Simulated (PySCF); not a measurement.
Input for PySCF: R-B3LYP/LANL2DZ on HSn+, 2S+1 = 1, a spin state set in the input, which need not be the lowest, a point of a bond scan (R = 1.768 Å). Charge +1.

```python
from pyscf import gto, scf, dft, mp
from pyscf.data.elements import chemcore

mol = gto.M(
    atom='''
    Sn    0.00000000    0.00000000    0.00000000
    H     0.00000000    0.00000000    1.76791000
    ''',
    basis='lanl2dz',
    ecp={'Sn': 'lanl2dz'},
    charge=1, spin=0, verbose=3, max_memory=1800)
mf = dft.RKS(mol, xc='b3lyp')
mf.conv_tol = 1e-8
mf.max_cycle = 100
mf.kernel()
if not mf.converged:
    mf = mf.newton().run(mf.mo_coeff, mf.mo_occ)
```

Program output:

```
converged SCF energy = -3.65068754339017
```

The run converged.

Cost: roughly 0.12 core-seconds.
